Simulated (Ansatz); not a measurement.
`C#C[SiH2]O`, relaxed with RKS PBE-D4/def2-SVP in Ansatz 0.2.0 from a rough embedded geometry. The force threshold is 0.03 eV/Å; the program also tests the step.

Charge 0, multiplicity 1.

Start:

```xyz
8

C    -0.817   -1.885    0.519
C    -0.336   -0.916    0.070
Si    0.459    0.629   -0.567
O     0.337    1.886    0.480
H    -1.338   -2.808    0.858
H    -0.065    1.004   -1.899
H     1.977    0.416   -0.723
H    -0.217    1.673    1.262
```

```tsv
step	energy (eV)	largest force (eV/Å)	largest move (Å)
1	-12047.8957	7.394	0.000
2	-12048.1784	0.618	0.068
3	-12048.1875	0.253	0.024
4	-12048.1900	0.098	0.009
5	-12048.1912	0.093	0.008
6	-12048.1928	0.098	0.023
7	-12048.1977	0.331	0.128
8	-12048.2022	0.089	0.038
9	-12048.2091	0.122	0.200
10	-12048.2103	0.056	0.045
11	-12048.2105	0.015	0.018
```

End:

```xyz
8

C    -0.833   -1.965    0.475
C    -0.281   -0.943    0.075
Si    0.526    0.606   -0.514
O     0.499    1.797    0.669
H    -1.315   -2.870    0.826
H    -0.189    1.027   -1.771
H     1.973    0.350   -0.793
H    -0.381    1.998    1.034
```

Run time 14 s (2 threads of an Arm Neoverse V1 on a shared host); peak host memory 0.14 GiB.
